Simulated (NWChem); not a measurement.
The numbers come from NWChem runs, not from measurements. System: AgI, charge 0, spin multiplicity 1, at a geometry optimised with PBE/def2-SVP with def2 effective core potentials on Ag, I. The structure started from a generated list of species. Level: CCSD(T)/def2-TZVP with def2 effective core potentials on Ag, I, 8 core orbitals frozen.

Part of the output:

```
             Northwest Computational Chemistry Package (NWChem) 7.3.0
             --------------------------------------------------------

                                NWChem Input Module
                                -------------------

 Scaling coordinates for geometry "geometry" by  1.889725989
 (inverse scale =  0.529177249)

 Turning off AUTOSYM since
 SYMMETRY directive was detected!

                             Geometry "geometry" -> ""
                             -------------------------

 Output coordinates in angstroms (scale by  1.889725989 to convert to a.u.)

  No.       Tag          Charge          X              Y              Z
 ---- ---------------- ---------- -------------- -------------- --------------
    1 Ag                  47.0000     0.00000000     0.00000000    -1.37004100
    2 I                   53.0000     0.00000000     0.00000000     1.21494200

 Effective nuclear repulsion energy (a.u.)     509.9377935013

            Nuclear Dipole moment (a.u.)
            ----------------------------
        X                 Y               Z
 ---------------- ---------------- ----------------
     0.0000000000     0.0000000000    -0.0000018897

      Symmetry information
      --------------------

 Group name             C2v
 Group number             16
 Group order               4
 No. of unique centers     2

      Symmetry unique atoms

     1    2


 Summary of "ao basis" -> "" (spherical)
 ------------------------------------------------------------------------------
       Tag                 Description            Shells   Functions and Types
 ---------------- ------------------------------  ------  ---------------------
 *                         def2-tzvp                  on all atoms

 Summary of "ao basis" -> "ao basis" (spherical)
 ------------------------------------------------------------------------------
       Tag                 Description            Shells   Functions and Types
 ---------------- ------------------------------  ------  ---------------------
 Ag                        def2-tzvp                14       40   6s4p3d1f
 I                         def2-tzvp                16       50   6s5p3d2f

                                 NWChem SCF Module
                                 -----------------

  ao basis        = "ao basis"
  functions       =    90
  atoms           =     2
  closed shells   =    22
  open shells     =     0
  charge          =   0.00
  wavefunction    = RHF
  use symmetry    = T
  symmetry adapt  = T

 Summary of "ao basis" -> "ao basis" (spherical)
 ------------------------------------------------------------------------------
       Tag                 Description            Shells   Functions and Types
 ---------------- ------------------------------  ------  ---------------------
 Ag                        def2-tzvp                14       40   6s4p3d1f
 I                         def2-tzvp                16       50   6s5p3d2f

      Symmetry analysis of basis
      --------------------------

        a1         39
        a2          9
        b1         21
        b2         21

 Forming initial guess at       0.1s

      Superposition of Atomic Density Guess
      -------------------------------------

 Sum of atomic energies:        -514.89486896

      Non-variational initial energy
      ------------------------------

 Total energy =    -442.516097
 1-e energy   =    -970.319378
 2-e energy   =     430.565043
 HOMO         =      -0.353213
 LUMO         =      -0.158861

      Symmetry analysis of molecular orbitals - initial
      -------------------------------------------------

 !! scf_movecs_sym_adapt:   60 vectors were symmetry contaminated

  Symmetry fudging

 !! scf_movecs_sym_adapt:   50 vectors were symmetry contaminated

  Numbering of irreducible representations:

     1 a1          2 a2          3 b1          4 b2

  Orbital symmetries:

     1 a1          2 a1          3 b2          4 b1          5 a1
     6 a1          7 b1          8 b2          9 a1         10 b1
    11 b2         12 a2         13 a1         14 a1         15 a1
    16 b1         17 b2         18 a2         19 a1         20 a1
    21 b2         22 b1         23 a1         24 b2         25 b1
[...]
nkpass=    1; nvpass=    1; memdrv=         353668; memtrn=        3544219; memavail=      104830636
 memory available/node                      104830636
 total number of virtual orbitals        68
 number of virtuals per integral pass    68
 number of integral evaluations           1
 number of occupied per triples pass     14
 number of triples passes                 1

 commencing integral evaluation        1 at          87.56
  symmetry use  T
task         2 out of       465 done   0%  at       0.0 secs
task        24 out of       465 done   5%  at       0.7 secs
task        47 out of       465 done  10%  at       1.1 secs
task        70 out of       465 done  15%  at       1.5 secs
task        93 out of       465 done  20%  at       1.9 secs
task       117 out of       465 done  25%  at       2.4 secs
task       140 out of       465 done  30%  at       2.6 secs
task       163 out of       465 done  35%  at       2.9 secs
task       186 out of       465 done  40%  at       3.0 secs
task       210 out of       465 done  45%  at       3.2 secs
task       233 out of       465 done  50%  at       3.3 secs
task       256 out of       465 done  55%  at       3.4 secs
task       279 out of       465 done  60%  at       3.6 secs
task       303 out of       465 done  65%  at       3.8 secs
task       326 out of       465 done  70%  at       4.0 secs
task       349 out of       465 done  75%  at       4.1 secs
task       372 out of       465 done  80%  at       4.2 secs
task       396 out of       465 done  85%  at       4.3 secs
task       419 out of       465 done  90%  at       4.5 secs
task       442 out of       465 done  95%  at       4.6 secs
task       465 out of       465 done 100%  at       4.7 secs
 commencing triples evaluation - blocking       1
 ccsd(t): done        1 out of       68 progress:    1.5%
 ccsd(t): done        2 out of       68 progress:    2.9%
 ccsd(t): done        3 out of       68 progress:    4.4%
 ccsd(t): done        4 out of       68 progress:    5.9%
 ccsd(t): done        5 out of       68 progress:    7.4%
 ccsd(t): done        6 out of       68 progress:    8.8%
 ccsd(t): done        7 out of       68 progress:   10.3%
 ccsd(t): done        8 out of       68 progress:   11.8%
 ccsd(t): done        9 out of       68 progress:   13.2%
 ccsd(t): done       10 out of       68 progress:   14.7%
 ccsd(t): done       11 out of       68 progress:   16.2%
 ccsd(t): done       12 out of       68 progress:   17.6%
 ccsd(t): done       13 out of       68 progress:   19.1%
 ccsd(t): done       14 out of       68 progress:   20.6%
 ccsd(t): done       15 out of       68 progress:   22.1%
 ccsd(t): done       16 out of       68 progress:   23.5%
 ccsd(t): done       17 out of       68 progress:   25.0%
 ccsd(t): done       18 out of       68 progress:   26.5%
 ccsd(t): done       19 out of       68 progress:   27.9%
 ccsd(t): done       20 out of       68 progress:   29.4%
 ccsd(t): done       21 out of       68 progress:   30.9%
 ccsd(t): done       22 out of       68 progress:   32.4%
 ccsd(t): done       23 out of       68 progress:   33.8%
 ccsd(t): done       24 out of       68 progress:   35.3%
 ccsd(t): done       25 out of       68 progress:   36.8%
 ccsd(t): done       26 out of       68 progress:   38.2%
 ccsd(t): done       27 out of       68 progress:   39.7%
 ccsd(t): done       28 out of       68 progress:   41.2%
 ccsd(t): done       29 out of       68 progress:   42.6%
 ccsd(t): done       30 out of       68 progress:   44.1%
 ccsd(t): done       31 out of       68 progress:   45.6%
 ccsd(t): done       32 out of       68 progress:   47.1%
 ccsd(t): done       33 out of       68 progress:   48.5%
 ccsd(t): done       34 out of       68 progress:   50.0%
 ccsd(t): done       35 out of       68 progress:   51.5%
 ccsd(t): done       36 out of       68 progress:   52.9%
 ccsd(t): done       37 out of       68 progress:   54.4%
 ccsd(t): done       38 out of       68 progress:   55.9%
 ccsd(t): done       39 out of       68 progress:   57.4%
 ccsd(t): done       40 out of       68 progress:   58.8%
 ccsd(t): done       41 out of       68 progress:   60.3%
 ccsd(t): done       42 out of       68 progress:   61.8%
 ccsd(t): done       43 out of       68 progress:   63.2%
 ccsd(t): done       44 out of       68 progress:   64.7%
 ccsd(t): done       45 out of       68 progress:   66.2%
 ccsd(t): done       46 out of       68 progress:   67.6%
 ccsd(t): done       47 out of       68 progress:   69.1%
 ccsd(t): done       48 out of       68 progress:   70.6%
 ccsd(t): done       49 out of       68 progress:   72.1%
 ccsd(t): done       50 out of       68 progress:   73.5%
 ccsd(t): done       51 out of       68 progress:   75.0%
 ccsd(t): done       52 out of       68 progress:   76.5%
 ccsd(t): done       53 out of       68 progress:   77.9%
 ccsd(t): done       54 out of       68 progress:   79.4%
 ccsd(t): done       55 out of       68 progress:   80.9%
 ccsd(t): done       56 out of       68 progress:   82.4%
 ccsd(t): done       57 out of       68 progress:   83.8%
 ccsd(t): done       58 out of       68 progress:   85.3%
 ccsd(t): done       59 out of       68 progress:   86.8%
 ccsd(t): done       60 out of       68 progress:   88.2%
 ccsd(t): done       61 out of       68 progress:   89.7%
 ccsd(t): done       62 out of       68 progress:   91.2%
 ccsd(t): done       63 out of       68 progress:   92.6%
 ccsd(t): done       64 out of       68 progress:   94.1%
 ccsd(t): done       65 out of       68 progress:   95.6%
 ccsd(t): done       66 out of       68 progress:   97.1%
 ccsd(t): done       67 out of       68 progress:   98.5%
 ccsd(t): done       68 out of       68 progress:  100.0%
 Time for integral evaluation pass     1        4.76
 Time for triples evaluation pass      1       13.62

 pseudo-e(mp4)  -0.16307834742287E-01
 pseudo-e(mp5)   0.50974086078067E-03
        e(t)    -0.15798093881506E-01

 --------------
 CCSD(T) Energy
 --------------
 Reference energy:                    -442.839540872450641

 CCSD corr. energy:                     -0.745424752638052
 T(CCSD) corr. energy:                  -0.016307834742287
 Total CCSD+T(CCSD) energy:           -443.601273459830963

 CCSD corr. energy:                     -0.745424752638052
 (T) corr. energy:                      -0.015798093881506
 Total CCSD(T) energy:                -443.600763718970200

 routine      calls  cpu(0)   cpu-min  cpu-ave  cpu-max   i/o
 aoccsd          1     0.02     0.02     0.02     0.02    0.00
 iterdrv         1     0.03     0.03     0.03     0.03    0.00
 pampt          13     0.18     0.18     0.18     0.18    0.00
 t2pm           13     0.26     0.26     0.26     0.26    0.00
 sxy            13     0.33     0.33     0.33     0.33    0.00
 ints      2749981    63.11    63.11    63.11    63.11    0.00
 t2eri        6045    14.80    14.80    14.80    14.80    0.00
 idx2         6045     1.60     1.60     1.60     1.60    0.00
 idx34          13     0.23     0.23     0.23     0.23    0.00
 ht2pm          13     0.45     0.45     0.45     0.45    0.00
 itm            13     2.83     2.83     2.83     2.83    0.00
 pdiis          13     0.12     0.12     0.12     0.12    0.00
 triples         1     0.00     0.00     0.00     0.00    0.00
 rdtrpo          1     0.02     0.02     0.02     0.02    0.00
 trpmos          1     4.76     4.76     4.76     4.76    0.00
 trpdrv          1     1.59     1.59     1.59     1.59    0.00
 dovvv      199920     6.33     6.33     6.33     6.33    0.00
 doooo      199920     1.69     1.69     1.69     1.69    0.00
 tengy      186592     3.93     3.93     3.93     3.93    0.00
 Total               102.28   102.28   102.28   102.28    0.00

 Task  times  cpu:      107.1s     wall:      107.1s

 Total times  cpu:      107.2s     wall:      107.2s
```

Write an NWChem input that would produce this output.

Several could match; the one computed here: 
```
start mol
memory heap 100 mb stack 700 mb global 1900 mb
geometry units angstroms nocenter noautoz
  Ag     0.000000     0.000000    -1.370041
  I      0.000000     0.000000     1.214942
  symmetry group C2v
end
basis spherical
  * library def2-tzvp
end
ecp
  Ag library def2-ecp
  I library def2-ecp
end
scf
  rhf
  nopen 0
  maxiter 100
  thresh 1e-7
  semidirect memsize 60000000 filesize 0
end
ccsd
  freeze core 8
  maxiter 60
end
task ccsd(t) energy
```
